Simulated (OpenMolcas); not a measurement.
## Ni2+: moving or changing the point charges

Ni2+ among 8 point charges of -1.6 e arranged as a cube (Oh), 1.93 Å from the ion.

```
Program             : OpenMolcas
Method              : SS-CASPT2, IPEA 0.25 Eh, imaginary shift 0.1 Eh (closed shells correlated: 3s 3p)
Basis               : ANO-RCC-VDZP [5s4p2d1f]
Scalar Hamiltonian  : DKH2, point nucleus
Active space        : 8 electrons in 5 orbitals (3d)
State averaging     : 2S+1 = 3 even, 10 roots; 2S+1 = 1 even, 15 roots
Spin-orbit coupling : state interaction with AMFI integrals over the reference wave functions
```

Runs around this geometry, states (labels of O, the rotations of Oh). Energies in cm-1 above the lowest state or level, χT in cm3 K/mol; under a threefold ground state the first gap can be a small split of the lowest multiplet, not the spin-orbit step.

```csv
R (Å),q (e),Ground state,First state of that spin,First gap with spin-orbit (degeneracies),χT at 300 K,First state of another spin
1.93,-1.04,3T1,3T2 2070,"350 (1, 3)",2.796,1T2 13690
1.77,-1.6,3T1,3T2 5140,"440 (1, 3)",2.315,1T2 14190
1.93,-1.6,3T1,3T2 3290,"400 (1, 3)",2.523,1T2 13770
2.02,-1.6,3T1,3T2 3350,"410 (1, 3)",2.518,1T2 13950
```

Roots that are degenerate in the reference are averaged as groups; the widest CASPT2 spread within a group is 610 cm-1 (the 3-fold group of multiplicity 3 near 5140 cm-1 above the lowest state of its run, R = 1.77, q = -1.6). Shifts and gaps below about the spread of the groups concerned are not significant. An orbital triplet at a regular site is open to Jahn-Teller coupling, which can distort the site and quench the lowest spin-orbit gaps and is left out. Free-ion shares, where given, are those of the reference states; single-state CASPT2 does not remix them. This is an electrostatic model: the charges have no orbitals. No measured value stands beside these numbers.
